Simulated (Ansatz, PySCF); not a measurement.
Breaking a bond: CH (cation, charge +1), singlet.

Computed with: RHF/cc-pVTZ (PySCF); UHF/cc-pVTZ (PySCF); RKS-PBE0 = restricted PBE0/cc-pVTZ run with PySCF; UKS-PBE0 = PySCF with unrestricted PBE0/cc-pVTZ; UKS-PBE = PySCF with unrestricted PBE/cc-pVTZ; UCCSD = CCSD on UHF/cc-pVTZ, frozen core run with Ansatz (a quantum-chemistry and plane-wave program); UCCSD(T) = CCSD(T) on UHF/cc-pVTZ, frozen core run with Ansatz; FCI = full CI/cc-pVTZ, frozen core in Ansatz.

All curves are set to zero at 1.14 Å and compared with full CI in the same basis at 1.14, 1.18, 1.20, 1.28, 1.35, 1.43, 1.55, 1.70, 1.89, 2.06, 2.32, 2.51, 2.82, 3.06, 3.44, 4.00, 4.52 Å.

**Question.** Order the methods by the spread of their error (largest minus smallest) over these points.

**Answer.** UKS-PBE0 has the smallest spread and RHF the largest. In order (kJ/mol): UKS-PBE0 48.03, UCCSD(T) 83.12, UCCSD 89.72, UKS-PBE 92.87, UHF 123.59, RKS-PBE0 136.79, RHF 311.02.

Errors against full CI at some of the points (kJ/mol):

```json
[
 {"method": "UKS-PBE0", "1.43 Å": "-2.5", "1.70 Å": "-1.5", "2.32 Å": "-21.7", "2.82 Å": "-42.5", "4.52 Å": "-46.4"},
 {"method": "UCCSD(T)", "1.43 Å": "-0.3", "1.70 Å": "-1.3", "2.32 Å": "33.7", "2.82 Å": "8.1", "4.52 Å": "-1.1"},
 {"method": "UCCSD", "1.43 Å": "1.3", "1.70 Å": "4.1", "2.32 Å": "32.6", "2.82 Å": "5.7", "4.52 Å": "-4.1"},
 {"method": "UKS-PBE", "1.43 Å": "-13.7", "1.70 Å": "-23.7", "2.32 Å": "-44.9", "2.82 Å": "-72.8", "4.52 Å": "-92.9"},
 {"method": "UHF", "1.43 Å": "21.9", "1.70 Å": "42.7", "2.32 Å": "-32.9", "2.82 Å": "-67.0", "4.52 Å": "-80.8"},
 {"method": "RKS-PBE0", "1.43 Å": "-3.5", "1.70 Å": "0.7", "2.32 Å": "35.9", "2.82 Å": "74.3", "4.52 Å": "133.3"},
 {"method": "RHF", "1.43 Å": "20.6", "1.70 Å": "47.6", "2.32 Å": "127.2", "2.82 Å": "193.6", "4.52 Å": "311.0"}
]
```

The restricted form behind RHF, RKS-PBE0 keeps the bonding electrons paired and can't separate into open-shell fragments. The unrestricted determinant behind UHF, UCCSD, UCCSD(T) is spin-contaminated at 0.85 to 4.52 Å (<S²> up to 1.1, against 0.00 for a pure singlet). At the longest distance RKS-PBE0, UKS-PBE0, UKS-PBE leaves fractional charges on the fragments, a sign of delocalisation error or of the restricted form. The unrestricted determinant behind UKS-PBE0, UKS-PBE is spin-contaminated at 0.85 to 4.52 Å (<S²> up to 1.0, against 0.00 for a pure singlet). The unrestricted solution behind UKS-PBE changes between 2.06 and 2.32 Å, which can leave a kink.
